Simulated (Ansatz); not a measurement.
## Energy differences in RhC (charge +1)

Calculated in Ansatz's Gaussian-basis code. Basis cc-pwCVTZ-PP on Rh, cc-pVTZ on C, scalar-relativistic core potentials (28 electrons on Rh), no spin–orbit coupling, 1 orbital frozen in the corrections; active space CAS(12,10), shells under the valence barred from it. Restricted Hartree–Fock, then the lowest state-specific CASSCF solution met for each case. Coupled cluster stands on the determinant that it favours, not always the lowest RHF. Single-reference values can break down or jump between states where bonds are stretched. Solutions in different active orbitals can move differences by tenths of an eV and at times more than 1 eV.

Case A, triplet: bond length 1.6130 Å.

Case B, singlet: the shape of A.

Energy less that of case A, in eV:

```json
{"case": "B", "RHF/ROHF": "-1.052", "CASSCF": "-2.246", "CCSD(T)": "-1.987"}
```

Question: What does SC-NEVPT2 give for these differences?

Answer: B: -2.063 eV (-47.6 kcal/mol).

Question: Which case is lowest, and do the methods agree?

Answer: B is lowest in SC-NEVPT2. Of the methods shown, RHF/ROHF, CASSCF, CCSD(T) agree.
